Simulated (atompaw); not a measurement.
# u(r) = r·R(r): atom against pseudo-atom (O)

Columns: radius, all-electron u(r) and pseudo u(r) of the 2p shell (level -9.03 eV) of oxygen in the configuration [He] 2s2 2p4; PBE, scalar-relativistic, PAW (atompaw) scheme, atompaw 4.2.0.5.

```
r (bohr)  all-electron  pseudo
   0.090        0.0869  0.0033
   0.181        0.2538  0.0134
   0.271        0.4220  0.0298
   0.362        0.5666  0.0524
   0.452        0.6774  0.0805
   0.542        0.7573  0.1134
   0.633        0.8094  0.1508
   0.723        0.8372  0.1910
   0.813        0.8461  0.2332
   0.904        0.8403  0.2766
   0.994        0.8239  0.3191
   1.085        0.7995  0.3602
   1.175        0.7702  0.3975
   1.265        0.7376  0.4303
   1.356        0.7026  0.4578
   1.446        0.6670  0.4785
   1.537        0.6309  0.4920
   1.627        0.5956  0.4980
   1.717        0.5612  0.4967
   1.808        0.5275  0.4883
   1.898        0.4954  0.4740
   1.988        0.4647  0.4547
   2.079        0.4352  0.4316
   2.169        0.4076  0.4067
   2.260        0.3811  0.3811
   2.350        0.3565  0.3565
```

How many radial nodes do the two functions have?

The all-electron 2p function has n − l − 1 = 0; the pseudo-wave has 0.

Is the pseudo-wave norm-conserving?

No, it belongs to a PAW set: the norm inside the radius is not constrained, and the difference is carried by the augmentation charge.
